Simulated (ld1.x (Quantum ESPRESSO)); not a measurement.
## Which change was made? (B, RRKJ)

ld1.x (Quantum ESPRESSO) 7.5 input, shortened:

```
&input
   title='B', zed=5., rel=1, dft='PBE', iswitch=3,
   config='[He] 2s1.75 2p1.25'
 /
 &inputp
   pseudotype=2, tm=.false., lloc=1,
   nlcc=.true., new_core_ps=.true., rcore=0.90
 /
2
2S  1  0   1.75   0.00  1.20  1.20  0.0
2P  2  1   1.25   0.00  2.75  2.75  0.0
 &test
   configts(1)='2s1.75 2p1.25'
 /
```

Cutoffs, loose and tight: the cutoffs (Ry, on a coarse ladder) from which the occupation-weighted sum of valence levels, in a spherical-Bessel basis at the reference potential, stays within 10 and 1 mRy of its value at 400 Ry. They do not see the model core or the augmentation charge, which bear on the density cutoff. Test errors are all-electron minus pseudo excitation energies from the reference, over the configurations 2s2 2p1; 2s2 2p0; 2s1 2p0; 2s1 2p2; 2s1 2p1; 2s0 2p3; 2s2 2p0.5; variants that change the core or the reference have their own tests.

The base gives: outcome: generated; cutoff, loose: 25 Ry; cutoff, tight: 40 Ry; bound ghosts: none; largest test error (meV): +247.

Problem. After one change the result is: outcome: generated; cutoff, loose: 30 Ry; cutoff, tight: 40 Ry; bound ghosts: none; largest test error (meV): +89. Which change was it?
A. wave 2p (bound): rc 2.75 bohr becomes 2p (bound): rc 4.12 bohr
B. wave 2p (bound): rc 2.75 bohr becomes 2p (bound): rc 3.10 bohr
C. wave 2p (bound): rc 2.75 bohr becomes 2p (bound): rc 2.44 bohr
D. wave 2p (bound): rc 2.75 bohr becomes 2p (bound): rc 3.62 bohr
E. wave 2p (bound): rc 2.75 bohr becomes 2p (bound): rc 1.80 bohr

Solution. E. The others give: wave 2p (bound): rc 2.75 bohr becomes 2p (bound): rc 2.44 bohr → outcome: generated; cutoff, loose: 25 Ry; cutoff, tight: 40 Ry; bound ghosts: none; largest test error (meV): +171 | wave 2p (bound): rc 2.75 bohr becomes 2p (bound): rc 3.62 bohr → outcome: generated; cutoff, loose: 25 Ry; cutoff, tight: 40 Ry; bound ghosts: none; largest test error (meV): +611 | wave 2p (bound): rc 2.75 bohr becomes 2p (bound): rc 4.12 bohr → outcome: generated; cutoff, loose: 25 Ry; cutoff, tight: 40 Ry; bound ghosts: none; largest test error (meV): +904 | wave 2p (bound): rc 2.75 bohr becomes 2p (bound): rc 3.10 bohr → outcome: generated; cutoff, loose: 25 Ry; cutoff, tight: 40 Ry; bound ghosts: none; largest test error (meV): +370.
